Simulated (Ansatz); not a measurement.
Ge₄H₁₂Si₂ (`[SiH2]1[SiH2][GeH2][GeH2][GeH2][GeH2]1`) from Hartree–Fock to CCSD(T)

Cartesian coordinates in Å:
```
Si -0.859 -1.484 -1.356
Si -1.564 0.743 -1.336
Ge -1.561 1.511 0.923
Ge 0.312 0.549 2.141
Ge 2.144 0.202 0.590
Ge 1.499 -1.529 -0.993
H -1.529 -2.208 -0.239
H -1.200 -2.175 -2.630
H -0.595 1.559 -2.122
H -2.914 0.914 -1.939
H -2.880 1.107 1.608
H -1.458 3.048 0.961
H 0.719 1.453 3.319
H -0.112 -0.818 2.713
H 2.393 1.515 -0.178
H 3.448 -0.181 1.314
H 2.232 -1.301 -2.329
H 1.926 -2.905 -0.446
```

The species carries charge 0 and has multiplicity 1. Correlated methods include outer-core shells of Ge, which these sets cover unevenly. Scalar relativity is left out up to krypton. The structure was optimised at the PBE0-D4/def2-TZVP level. Frozen core, restricted reference, the Gaussian-basis code of Ansatz.

```json
{"basis": "def2-SVP", "HF (Eh)": "-8885.11692", "MP2 corr.": "-1.13323"}
{"basis": "def2-TZVPP", "HF (Eh)": "-8886.37803", "MP2 corr.": "-1.29294"}
{"basis": "def2-QZVPP", "HF (Eh)": "-8886.56216", "MP2 corr.": "-2.36681"}
```

Q: Estimate the CCSD correlation energy and the (T) correction in each basis where they were run (hartree).

A: 
```tsv
basis	CCSD corr.	(T)
def2-SVP	-1.19286	-0.03860
def2-TZVPP	-1.36162	-0.05369
```
